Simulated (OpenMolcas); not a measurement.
Ionisation energies of chlorine

* Program: OpenMolcas
* Basis: ANO-RCC-VDZP [4s3p1d]
* Scalar Hamiltonian: DKH2, point nucleus
* Spin-orbit coupling: state interaction with AMFI integrals over the reference wave functions, term energies averaged over their components

Active shells in each charge state: the valence s, p shells, with orbitals averaged over the low states. Where CASPT2's correlated closed shells are named, they are those of the first ion.

A. CASSCF
B. SS-CASPT2, IPEA 0.25 Eh, imaginary shift 0.1 Eh (closed shells correlated: 2s 2p)
C. SS-CASPT2, IPEA 0 Eh, imaginary shift 0.1 Eh (closed shells correlated: 2s 2p)

Energies in eV between the lowest computed levels (charge -1 gives the electron affinity), named as in B; reference values from the NIST Atomic Spectra Database with their kind.

```tsv
From	To	A	B	C	Spin-orbit share in B	Reference
Cl- 3s² 3p⁶ ¹S₀	Cl 3s² 3p⁵ ²P°_3/2	2.475	3.261	3.141	-0.034	
Cl 3s² 3p⁵ ²P°_3/2	Cl+ 3s² 3p⁴ ³P₂	11.780	12.490	12.390	-0.008	12.968 (measured)
Cl+ 3s² 3p⁴ ³P₂	Cl2+ 3s² 3p³ ⁴S°_3/2	22.421	23.066	22.987	+0.042	23.814 (measured)
Cl2+ 3s² 3p³ ⁴S°_3/2	Cl3+ 3s² 3p² ³P₀	38.757	39.403	39.509	-0.098	39.800 (semi-empirical)
Cl3+ 3s² 3p² ³P₀	Cl4+ 3s² 3p ²P°_1/2	52.242	52.868	52.969	+0.001	53.240 (semi-empirical)
Cl4+ 3s² 3p ²P°_1/2	Cl5+ 3s² ¹S₀	66.293	66.933	67.023	+0.097	67.680 (semi-empirical)
Cl5+ 3s² ¹S₀	Cl6+ 3s ²S_1/2	96.380	96.424	96.425	+0.000	96.940 (semi-empirical)
Cl6+ 3s ²S_1/2	Cl7+ 2p⁶ ¹S₀	113.383	113.397	113.397	+0.000	114.201 (measured)
```

Error against the reference values, in %:

```
From       Reference     A     B     C
  Cl        measured  -9.2  -3.7  -4.5
 Cl+        measured  -5.8  -3.1  -3.5
Cl2+  semi-empirical  -2.6  -1.0  -0.7
Cl3+  semi-empirical  -1.9  -0.7  -0.5
Cl4+  semi-empirical  -2.0  -1.1  -1.0
Cl5+  semi-empirical  -0.6  -0.5  -0.5
Cl6+        measured  -0.7  -0.7  -0.7
```

Mean absolute error over the 3 measured values: A 1.13 eV, B 0.68 eV, C 0.74 eV.

No diffuse functions were added, so the electron affinity comes out too small, and without dynamic correlation a bound anion can come out unbound.

° marks odd parity.
